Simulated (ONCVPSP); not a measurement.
# Mo (Z = 42), ONCV: configuration errors across variants

```json
{"Element": "molybdenum", "Generator": "ONCVPSP 4.0.1", "Type": "optimised norm-conserving Vanderbilt (ONCV)", "Functional": "PBEsol", "Relativity": "fully relativistic", "Frozen core": "[Ar] 3d10", "Valence charge": "14", "Reference configuration": "4s2 4p6 4d5 5s1", "Partial waves": "4s+5s: rc 1.80 bohr, ncon 5, nbas 9, qcut 6 1/bohr, 2 projectors; 4p: rc 1.30 bohr, ncon 3, nbas 6, qcut 6.4 1/bohr, 2 projectors, debl 2.1 Ha; 4d: rc 1.80 bohr, ncon 4, nbas 8, qcut 5.6 1/bohr, 2 projectors, debl 0.4 Ha", "Local potential": "polynomial inside 0.90 bohr (lpopt 5, dvloc0 3 Ha)", "Core correction": "Teter function, fcfact 3.75, rcfact 1.7"}
```

Open shells are filled in proportion to 2j + 1.

All-electron excitation energies from the reference (eV): (1) 4s2 4p6 4d5 5s0 6.906; (2) 4s2 4p6 4d4 5s0 22.361; (3) 4s2 4p6 4d3 5s0 49.082; (4) 4s2 4p6 4d4 5s1 8.084.

A true bound ghost makes a file unfit for plane-wave use even where its test errors are small: the radial tests pick states by their node count and pass the ghost by.

Errors AE − PS in meV (a dash: test not solved or not reliable):

```csv
change,(1),(2),(3),(4),bound ghosts,GHOST(+) flags above zero
base,-1.1,0.0,+7.7,-0.3,none,"s, d5/2, d3/2"
s: qcut 3.7; p: qcut 4; d: qcut 3.5,-1.5,+0.1,+21,+0.5,none,"s, d5/2, d3/2"
s: qcut 4.3; p: qcut 4.6; d: qcut 4,-1.5,+0.1,+18,+0.3,none,"s, d5/2, d3/2"
s: qcut 4.9; p: qcut 5.3; d: qcut 4.6,-1.4,+0.1,+14,+0.1,none,"s, d5/2, d3/2"
s: qcut 5.4; p: qcut 5.7; d: qcut 5,-1.3,+0.1,+11,-0.1,none,"s, d5/2, d3/2"
s: qcut 5.9; p: qcut 6.3,-1.1,0.0,+7.5,-0.3,none,"s, d5/2, d3/2"
s: qcut 6.6; p: qcut 7.1; d: qcut 6.2,-0.9,+0.9,+7.2,+0.3,d3/2,"s, d5/2, d3/2"
s: qcut 7.1; p: qcut 7.6; d: qcut 6.6,-0.8,+0.3,+4.6,-0.2,none,s
s: qcut 7.7; p: qcut 8.2; d: qcut 7.2,-0.7,+0.3,+3.2,-0.3,none,s
s: qcut 8.2; p: qcut 8.8; d: qcut 7.7,-0.6,+0.3,+2.5,-0.3,none,s
```

Problem. Give the same row for: s: qcut 8.9; p: qcut 9.5; d: qcut 8.3.

Solution. -0.5, +0.3, +2.0, -0.3; bound ghosts: none; GHOST(+) flags above zero: s.
